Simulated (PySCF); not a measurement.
**Vibration and rotation of LiI**

RHF-CCSD(T) constants of LiI, ¹Σ⁺ (singlet), closed shell (basis Li def2-SVPD, I def2-SVPD with ECP28; scalar-relativistic core potentials; PySCF 2.14; masses 7.0160 and 126.9045 u):

* ωe: 472.4 cm⁻¹
* ωexe: 3.0 cm⁻¹
* Be: 0.42685 cm⁻¹
* αe: 0.00431 cm⁻¹
* D (centrifugal): 1.39e-06 cm⁻¹
* De to Li + I: 3.59 eV

Problem. Estimate the standard entropy (1 bar) and heat capacity of the ideal gas at 1500 K, rigid rotor with B0 and harmonic oscillator at the fundamental.

Solution. Translation (Sackur–Tetrode, M = 133.92 u): 203.5 J/(mol K). Rotation: q = kT/(σB0) = 2450 with σ = 1, 73.2. Vibration: x = hcν0/kT = 0.447, 15.07. S° = 291.8 J/(mol K); Cp = 7R/2 + 8.18 = 37.3 J/(mol K).

Measured values (Huber and Herzberg, Constants of Diatomic Molecules (1979)): ωe = 498.16 cm⁻¹, ωexe = 3.39 cm⁻¹, Be = 0.443182 cm⁻¹, αe = 0.00409 cm⁻¹.

Correlated steps freeze 4 core orbitals. Correlated levels converge slowly with the basis: in double zeta they bind strong bonds too weakly, by up to about 1 eV, and carry superposition errors of some tenths. Spin–orbit coupling is left out, which matters for elements this heavy, above all for dissociation energies. Where the molecule has an RHF reference, its open-shell atoms are computed with UHF.
